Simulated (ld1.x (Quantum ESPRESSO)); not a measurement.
# fluorine (F) TM: all-electron and pseudo phase curves

ld1.x (Quantum ESPRESSO) 7.5 input, shortened:

```
&input
   title='F', zed=9., rel=1, dft='WC', iswitch=3,
   config='[He] 2s2 2p5 3d-2'
 /
 &inputp
   pseudotype=2, tm=.true., lloc=1,
   nlcc=.true.
 /
3
2S  1  0   2.00   0.00  0.70  0.70  0.0
3D  3  2  -2.00   0.05  1.45  1.45  0.0
2P  2  1   5.00   0.00  1.60  1.60  0.0
 &test
   configts(1)='2s2 2p5'
 /
```

The phase is arctan(r·u′/u) with u = r·R(r), unwrapped; energies in Ry, scanned from -4 to 5 Ry. A pole is an energy at which the radial function vanishes at the test radius. The pseudo phase is shifted by a multiple of π to meet the all-electron one at the reference energy, and phase errors are pseudo minus all-electron; the curves can meet again beyond the range given. Levels narrower than the energy grid can be missing from the lists of poles.

```json
{"channel": "s", "radius (bohr)": "1.75", "reference energy (Ry)": "-2.19", "poles, all-electron": "-1.54", "poles, pseudo": "-1.52", "unbroken range about the reference energy with phases within 0.05 rad": "below 1.6", "phase error 1 Ry above the reference energy (rad)": "+0.006"}
{"channel": "p", "radius (bohr)": "1.75", "reference energy (Ry)": "-0.81", "poles, all-electron": "-0.10", "poles, pseudo": "-0.07", "unbroken range about the reference energy with phases within 0.05 rad": "below 1.6", "phase error 1 Ry above the reference energy (rad)": "+0.015"}
{"channel": "d", "radius (bohr)": "1.75", "reference energy (Ry)": "0.05", "poles, all-electron": "none", "poles, pseudo": "none", "unbroken range about the reference energy with phases within 0.05 rad": "the whole range", "phase error 1 Ry above the reference energy (rad)": "-0.000"}
```

Phases in the p channel:

```json
{"E (Ry)": "-4.00", "all-electron": "1.263", "pseudo": "1.268"}
{"E (Ry)": "-3.52", "all-electron": "1.236", "pseudo": "1.242"}
{"E (Ry)": "-3.04", "all-electron": "1.198", "pseudo": "1.205"}
{"E (Ry)": "-2.56", "all-electron": "1.141", "pseudo": "1.150"}
{"E (Ry)": "-2.08", "all-electron": "1.040", "pseudo": "1.052"}
{"E (Ry)": "-1.60", "all-electron": "0.803", "pseudo": "0.820"}
{"E (Ry)": "-1.12", "all-electron": "-0.080", "pseudo": "-0.067"}
{"E (Ry)": "-0.64", "all-electron": "-1.230", "pseudo": "-1.228"}
{"E (Ry)": "-0.16", "all-electron": "-1.549", "pseudo": "-1.540"}
{"E (Ry)": "0.32", "all-electron": "-1.682", "pseudo": "-1.666"}
{"E (Ry)": "0.80", "all-electron": "-1.768", "pseudo": "-1.743"}
{"E (Ry)": "1.28", "all-electron": "-1.840", "pseudo": "-1.804"}
{"E (Ry)": "1.76", "all-electron": "-1.915", "pseudo": "-1.861"}
{"E (Ry)": "2.24", "all-electron": "-2.006", "pseudo": "-1.923"}
{"E (Ry)": "2.72", "all-electron": "-2.130", "pseudo": "-1.997"}
{"E (Ry)": "3.20", "all-electron": "-2.320", "pseudo": "-2.094"}
{"E (Ry)": "3.68", "all-electron": "-2.637", "pseudo": "-2.231"}
{"E (Ry)": "4.16", "all-electron": "-3.135", "pseudo": "-2.439"}
{"E (Ry)": "4.64", "all-electron": "-3.668", "pseudo": "-2.765"}
```
